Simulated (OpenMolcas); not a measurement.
**Mg: thermal populations, worked from levels**

| Property | Result |
| --- | --- |
| Program | OpenMolcas |
| Basis | ANO-RCC-VTZP [5s4p2d1f] |
| Scalar Hamiltonian | DKH2, point nucleus |
| Active space | 2 electrons in 8 orbitals (3s 3p 4s 4p) |
| State averaging | 2S+1 = 3 even, 3 roots; 2S+1 = 1 even, 1 root; 2S+1 = 3 odd, 3 roots; 2S+1 = 1 odd, 3 roots |
| Spin-orbit coupling | RASSI with atomic mean-field integrals over the reference wave functions, term energies averaged over their components |

Methods: CASSCF; SS-CASPT2, IPEA 0.25 Eh, imaginary shift 0.1 Eh (closed shells correlated: 2s 2p). Measured levels: NIST Handbook of Basic Atomic Spectroscopic Data.

**Thermal populations.** Z = Σ (2J + 1) exp(-E/kT) with k = 0.695035 cm-1/K, over the levels below. No other level of either list lies under 41100 cm-1, which is above 7 kT at each temperature.

```
     Level  2J + 1  SS-CASPT2  measured
   3s² ¹S₀       1        0.0       0.0
3s 3p ³P°₀       1      21762     21850
3s 3p ³P°₁       3      21778     21870
3s 3p ³P°₂       5      21809     21911
3s 3p ¹P°₁       3      38195     35051
```

```json
{"T (K)": "8000", "Z, SS-CASPT2": "1.182", "Z, measured levels": "1.181", "Ground level (%), SS-CASPT2": "84.6", "Ground level (%), measured levels": "84.7"}
```

At 8000 K, kT = 5560 cm-1, and the computed levels give Z = 1.000 + 0.020 + 0.060 + 0.099 + 0.003 = 1.182.

Active for correlation alone: 4p 4s; no level in the range computed is led by a configuration that fills them, so any true level of that kind is missing. Without dynamic correlation excited terms often stand tens of per cent too high (terms of higher spin than the ground term too low), and those without a measured partner can miss by more than the paired ones (holds for CASSCF). Computed and measured levels are paired by configuration, term and J; levels that our copy of the source lacks, or whose pairing is in doubt (as where it misses far off the trend of its configuration), stay unpaired and out of the deviations. Only configurations of the active space appear.

° marks odd parity.
